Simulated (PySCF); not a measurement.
Input file for PySCF: R-B3LYP/LANL2DZ on C2H6BCl (SMILES CB(C)Cl), a point of a torsion scan.

```python
from pyscf import gto, scf, dft, mp
from pyscf.data.elements import chemcore

mol = gto.M(
    atom='''
    C    -1.30860895   -0.41975064    0.05330320
    B    -0.09001397    0.50364483    0.45097675
    C    -0.28086404    2.03713181    0.78114582
    Cl    1.48352762   -0.16930287    0.52321332
    H    -1.84218049   -0.72317697    0.95476334
    H    -1.01630601   -1.33143548   -0.46156350
    H    -2.03498196    0.10444501   -0.56399428
    H     0.40970204    2.39870098    1.53971228
    H    -0.08383571    2.62710379   -0.11483627
    H    -1.29299216    2.27834902    1.09590941
    ''',
    basis='lanl2dz',
    ecp={'Cl': 'lanl2dz'},
    charge=0, spin=0, verbose=3, max_memory=1800)
mf = dft.RKS(mol, xc='b3lyp')
mf.conv_tol = 1e-8
mf.max_cycle = 100
mf.kernel()
if not mf.converged:
    mf = mf.newton().run(mf.mo_coeff, mf.mo_occ)
```

Output:

```
converged SCF energy = -119.660708936308
```

The calculation finished and met its thresholds.

Cost: about 12 core-seconds (a rough figure).
